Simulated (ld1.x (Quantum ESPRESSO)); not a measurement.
**What the settings do to the TM potential of Rb**

Base potential:

- Element: Rb
- Generator: ld1.x (Quantum ESPRESSO) 7.5
- Type: norm-conserving Troullier–Martins (Kleinman–Bylander form)
- Functional: LDA (PZ)
- Relativity: fully relativistic
- Frozen core: [Kr]
- Valence charge: 1
- Reference configuration: 4d0 5s0.75 5p0 (charge +0.25)
- Partial waves: 5s (bound): rc 4.20 bohr; 4d (bound, empty): rc 4.20 bohr; 5p (bound, empty): rc 4.20 bohr
- Local potential: the p channel
- Core correction: a·sin(br)/r model core inside 3.60 bohr

Open shells are filled in proportion to 2j + 1 (rel_dist='average').

All-electron outer shells of the reference configuration (LDA (PZ), scalar-relativistic, ld1.x):

```csv
shell,level (eV),outermost node (bohr),outermost maximum (bohr)
4s,-33.28,0.62,1.25
4p,-17.33,0.64,1.42
5s,-3.31,1.78,4.11
5p,-1.54,2.19,5.69
4d,-0.83,0.70,4.38
```

Cutoffs, loose and tight: the cutoffs (Ry, on a coarse ladder) from which the occupation-weighted sum of valence levels, in a spherical-Bessel basis at the reference potential, stays within 10 and 1 mRy of its value at 400 Ry. They do not see the model core or the augmentation charge, which bear on the density cutoff. Test errors are all-electron minus pseudo excitation energies from the reference, over the configurations 4d0 5s1 5p0; 4d0 5s0.5 5p0; 4d0 5s0 5p1; 4d0.5 5s0.5 5p0; 4d1 5s0 5p0. A dash means not determined; rows that change the core or the reference have their own tests.

A true bound ghost makes a file unfit for plane-wave use even where its test errors are small: the radial tests pick states by their node count and pass the ghost by.

| change | outcome | cutoff, loose | cutoff, tight | bound ghosts | largest test error (meV) |
| --- | --- | --- | --- | --- | --- |
| base | generated | 6 Ry | 6 Ry | s | -2.5 |
| functional PBEsol | generated | 6 Ry | 6 Ry | s | +4.7 |
| reference 4d0 5s0.5 5p0.5 | generated | 6 Ry | 6 Ry | s | +3.6 |
| local potential the d channel | generated | 6 Ry | 6 Ry | s | +2.0 |
| wave 4d (bound): rc 4.20 bohr becomes 4d (bound): rc 2.90 bohr | generated | 6 Ry | 6 Ry | s | -2.5 |
| all radii but the core radius scaled by about 0.89 (s 3.72, p 3.72, d 3.72 bohr) | generated | 6 Ry | 6 Ry | s | +1.9 |

Q: What comes out with this change to the base: wave 5s (bound): rc 4.20 bohr becomes 5s (bound): rc 5.06 bohr?

A: outcome: generated; cutoff, loose: 6 Ry; cutoff, tight: 6 Ry; bound ghosts: none; largest test error (meV): -6.6.

Q: What comes out with this change to the base: type RRKJ; rho0 0.01?

A: outcome: failed: compute_chi: n is too large. Cause: the Bessel-function wave could not be built (negative determinant in compute_phi), and the routine for χ then failed on it.

Q: What comes out with this change to the base: wave 5p (bound): rc 4.20 bohr becomes 5p (bound): rc 5.70 bohr?

A: outcome: generated; cutoff, loose: 6 Ry; cutoff, tight: 6 Ry; bound ghosts: none; largest test error (meV): -3.0.
